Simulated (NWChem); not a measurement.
System: SiBrClF₂; SMILES F[Si](F)(Cl)Br

Excerpt of the output:

```
             Northwest Computational Chemistry Package (NWChem) 7.3.0
             --------------------------------------------------------

                             Geometry "geometry" -> ""
                             -------------------------

 Output coordinates in angstroms (scale by  1.889725989 to convert to a.u.)

  No.       Tag          Charge          X              Y              Z
 ---- ---------------- ---------- -------------- -------------- --------------
    1 F                    9.0000    -1.30974200    -0.77260300     1.28800300
    2 Si                  14.0000    -0.39550000    -0.52413200     0.00000000
    3 F                    9.0000    -1.30974200    -0.77260300    -1.28800300
    4 Cl                  17.0000     1.12205400    -1.86042500     0.00000000
    5 Br                  35.0000     0.31741200     1.53038100     0.00000000

 Effective nuclear repulsion energy (a.u.)     534.1731729263

                                 NWChem DFT Module
                                 -----------------

 Summary of "ao basis" -> "ao basis" (spherical)
 ------------------------------------------------------------------------------
       Tag                 Description            Shells   Functions and Types
 ---------------- ------------------------------  ------  ---------------------
 F                          def2-svp                 6       14   3s2p1d
 Si                         def2-svp                 8       18   4s3p1d
 Cl                         def2-svp                 8       18   4s3p1d
 Br                         def2-svp                12       32   5s4p3d

 in cosmo_initialize ...
 calling solv_data for solv:etoac

 solvent parameters
 solvname_short: etoac
 solvname_long:  ethyl acetate
 dielec:        5.9867
 dielecinf:     1.8832
 nonaqueous SMD model solvent descriptors
 dielec:        5.9867
 sola:          0.0000
 solb:          0.4500
 solc:          0.0000
 solg:         33.6700
 solh:          0.0000
 soln:          1.3723

          ---------------
          -cosmo- solvent
          ---------------
 Cosmo: York-Karplus, doi: 10.1021/jp992097l
 dielectric constant -eps-     =   5.99
 screen = (eps-1)/(eps    )    =   0.83296
 surface charge correction     = lagrangian

   van der Waals surface
 --------------------------

[...]

                                COSMO-SMD solvation results
                                ---------------------------

             internal energy in gas <Psi(g)|H|Psi(g)> =     -3522.985624225958
         internal energy in solvent <Psi(s)|H|Psi(s)> =     -3522.985584577035
                               delta internal energy  =         0.000039648922 (    0.02 kcal/mol)
   total free energy in solvent <Psi(s)|H+V/2|Psi(s)> =     -3522.986910105991
 polarization energy contribution <Psi(s)|V/2|Psi(s)> =        -0.001325528956 (   -0.83 kcal/mol)
    total free energy in solvent including G(SMD-CDS) =     -3522.990290505712
                       G(SMD-CDS) energy contribution =        -0.003380399720 (   -2.12 kcal/mol)
     1 M fixed-concentration free energy of solvation =        -0.004666279754 (   -2.93 kcal/mol)

                       DFT Final Molecular Orbital Analysis
                       ------------------------------------

 Vector   40  Occ=2.000000D+00  E=-4.304379D-01
              MO Center=  9.2D-01, -1.6D+00,  5.6D-10, r^2= 2.0D+00
   Bfn.  Coefficient  Atom+Function         Bfn.  Coefficient  Atom+Function
  ----- ------------  ---------------      ----- ------------  ---------------
    59      0.596480  4 Cl pz                56      0.452836  4 Cl pz
    53      0.260390  4 Cl pz                 4      0.110202  1 F  px
    36     -0.110202  3 F  px                78      0.110349  5 Br pz
    81      0.109217  5 Br pz                27      0.092276  2 Si pz
     7     -0.080534  1 F  px                39      0.080534  3 F  px

 Vector   41  Occ=2.000000D+00  E=-3.964631D-01
              MO Center=  3.1D-01,  1.2D+00, -1.6D-08, r^2= 2.2D+00
   Bfn.  Coefficient  Atom+Function         Bfn.  Coefficient  Atom+Function
  ----- ------------  ---------------      ----- ------------  ---------------
    81      0.574684  5 Br pz                78      0.514567  5 Br pz
    75     -0.340705  5 Br pz                59     -0.163731  4 Cl pz
    56     -0.117529  4 Cl pz                72      0.110633  5 Br pz
     5      0.073852  1 F  py                37     -0.073852  3 F  py
    53     -0.067700  4 Cl pz                 8     -0.056377  1 F  py

 Vector   42  Occ=2.000000D+00  E=-3.907684D-01
              MO Center=  4.1D-01,  8.4D-01,  3.5D-09, r^2= 3.3D+00
   Bfn.  Coefficient  Atom+Function         Bfn.  Coefficient  Atom+Function
  ----- ------------  ---------------      ----- ------------  ---------------
    79      0.493445  5 Br px                76      0.445401  5 Br px
    73     -0.294172  5 Br px                58     -0.265341  4 Cl py
    80     -0.222366  5 Br py                77     -0.199592  5 Br py
    55     -0.198233  4 Cl py                74      0.131745  5 Br py
    57     -0.123122  4 Cl px                52     -0.113497  4 Cl py

 Vector   43  Occ=0.000000D+00  E= 3.149045D-02
              MO Center=  1.9D-01,  2.8D-02, -3.8D-09, r^2= 3.6D+00
   Bfn.  Coefficient  Atom+Function         Bfn.  Coefficient  Atom+Function
  ----- ------------  ---------------      ----- ------------  ---------------
    18      0.897264  2 Si s                 17      0.745462  2 Si s
    80      0.637799  5 Br py                16      0.381509  2 Si s
    58     -0.373101  4 Cl py                69     -0.355755  5 Br s
    68     -0.312234  5 Br s                 50     -0.301286  4 Cl s
    57      0.283009  4 Cl px                25      0.268224  2 Si px

[...]
```

Level: M05-2X/def2-SVP, SMD on the gas-phase geometry. The geometry was optimised at PBE0/def2-SVP. Solvent: ethyl acetate.

**Question.** Reconstruct the input file.

**Answer.** This is not unique; one that fits is the input that was run:
```
start job
memory heap 200 mb stack 900 mb global 1100 mb
geometry units angstroms noautosym nocenter noautoz
  F     -1.309742    -0.772603     1.288003
  Si    -0.395500    -0.524132     0.000000
  F     -1.309742    -0.772603    -1.288003
  Cl     1.122054    -1.860425     0.000000
  Br     0.317412     1.530381     0.000000
end
basis spherical
  * library def2-svp
end
dft
  xc m05-2x
  iterations 150
end
cosmo
  do_cosmo_smd true
  solvent etoac
end
task dft energy
```
